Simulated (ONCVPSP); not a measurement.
What the settings do to the ONCV potential of oxygen

Base potential:

| Property | Result |
| --- | --- |
| Element | O (Z = 8) |
| Generator | ONCVPSP 4.0.1 |
| Type | optimised norm-conserving Vanderbilt (ONCV) |
| Functional | PBE |
| Relativity | scalar-relativistic |
| Frozen core | [He] |
| Valence charge | 6 |
| Reference configuration | 2s2 2p2.5 (charge +1.5) |
| Partial waves | 2s: rc 0.65 bohr, ncon 3, nbas 7, qcut 12.1 1/bohr, local; 2p: rc 1.95 bohr, ncon 5, nbas 8, qcut 7.2 1/bohr, 1 projector; d scattering state at 0.02 Ha: rc 1.55 bohr, ncon 4, nbas 7, qcut 5.3 1/bohr, 2 projectors, debl 3.4 Ha |
| Local potential | the s channel |
| Core correction | none |

Cutoffs, loose and tight: the cutoffs (Ha) at which the residual kinetic energy of the hardest occupied pseudo-wave falls to 1 and 0.1 mHa per electron. They do not see the model core or the augmentation charge, which bear on the density cutoff. Test errors are all-electron minus pseudo excitation energies from the reference, over the configurations 2s2 2p4; 2s2 2p3; 2s2 2p2; 2s1 2p4. A dash means not determined; rows that change the core or the reference have their own tests.

```csv
change,outcome,"cutoff, loose","cutoff, tight",bound ghosts,GHOST(+) flags above zero,largest test error (meV)
base,generated,45 Ha,57 Ha,none,none,+180
"s: nproj 1; local potential polynomial inside 0.60 bohr (lpopt 3, dvloc0 6 Ha)",generated,45 Ha,57 Ha,none,none,+180
d: debl 3.55,generated,45 Ha,57 Ha,none,none,+180
s: qcut 17.1,generated,88 Ha,116 Ha,none,none,+190
"all radii scaled by about 0.80 (s 0.52, p 1.58, d 1.24 bohr)",generated,493 Ha,619 Ha,none,none,+132
"core correction Teter function, fcfact 5.25, rcfact 1.15",generated,45 Ha,57 Ha,none,none,+181
p: nbas 9,generated,45 Ha,57 Ha,none,none,+189
s: qcut 18.5,generated,105 Ha,132 Ha,none,none,+201
```

(1) What comes out with this change to the base: p: rc 2.52?

(2) What comes out with this change to the base: functional PBEsol?

(3) What comes out with this change to the base: s: qcut 13; p: qcut 7.7; d: qcut 5.7?

Answers

(1) outcome: generated; cutoff, loose: 45 Ha; cutoff, tight: 57 Ha; bound ghosts: none; GHOST(+) flags above zero: none; largest test error (meV): +438.

(2) outcome: generated; cutoff, loose: 44 Ha; cutoff, tight: 57 Ha; bound ghosts: none; GHOST(+) flags above zero: none; largest test error (meV): +177.

(3) outcome: generated; cutoff, loose: 44 Ha; cutoff, tight: 55 Ha; bound ghosts: none; GHOST(+) flags above zero: none; largest test error (meV): +167.
